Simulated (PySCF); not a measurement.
# Chlorine: a sound run and one with changed settings

Sound run: Cl⁺ [Ne] 3s2 3p4, Cl²⁺ [Ne] 3s2 3p3. Computed with PySCF 2.14 in x2c-TZVPall, with the spin-free X2C one-electron Hamiltonian (Gaussian nucleus). In the sound run the correlated levels freeze [Ne]. The sound run starts from symmetry-adapted Hartree-Fock orbitals and uses a fine grid where one is needed.

A second run was set up differently.

```json
{"species": "Cl⁺", "method": "MP2", "sound run (hartree)": "-460.57638", "changed run (hartree)": "-460.51235", "converged": "yes"}
{"species": "Cl⁺", "method": "CCSD(T)", "sound run (hartree)": "-460.60619", "changed run (hartree)": "-460.52469", "converged": "yes"}
{"species": "Cl²⁺", "method": "MP2", "sound run (hartree)": "-459.71912", "changed run (hartree)": "-459.64794", "converged": "yes"}
{"species": "Cl²⁺", "method": "CCSD(T)", "sound run (hartree)": "-459.74386", "changed run (hartree)": "-459.65534", "converged": "yes"}
```

Ionisation energy of Cl⁺:

```tsv
method	sound run (eV)	changed run (eV)
UHF	22.572	22.572
MP2	23.327	23.522
SCS-MP2	23.405	23.724
CCSD	23.436	23.626
CCSD(T)	23.465	23.656
```

(1) What was changed?
A. all electrons correlated in a valence basis
B. basis contracted for another Hamiltonian
C. level shift left on
D. a valence shell is frozen

## Answers

(1) D. Freezing a valence shell removes pair correlation that changes on ionisation.
